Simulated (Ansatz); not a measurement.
Basis-set extrapolation for C$_{3}$H$_{4}$SSi (`C#C[SiH]1CS1`) (PBE0-D4/def2-TZVP geometry, frozen core, Ansatz). Multiplicity 1, RHF reference.

|  | def2-TZVPP | def2-QZVPP |
| --- | --- | --- |
| HF | -802.407907 | -802.432672 |
| MP2 correlation | -0.753358 | -0.807775 |
| CCSD(T) correlation | -0.832279 | not run |

Energies in hartree. Use E(X) = E(∞) + A·exp(−7.88·√X) for Hartree–Fock and E(X) = E(∞) + B·X^(−2.97) for correlation, with X = 3 and 4, and add CCSD(T) minus MP2 of the smaller set to the MP2 limit.

Problem. What is the CCSD(T) energy at the basis-set limit?

Solution. HF limit: -802.432672 + (-0.024765) × 0.13774 = -802.43608. MP2 limit: -0.807775 + (-0.054417) × 0.74074 = -0.84808. Higher-order term: -0.832279 − (-0.753358) = -0.07892. Total: -803.36308 hartree, 322.7 kJ/mol below CCSD(T)/def2-TZVPP.
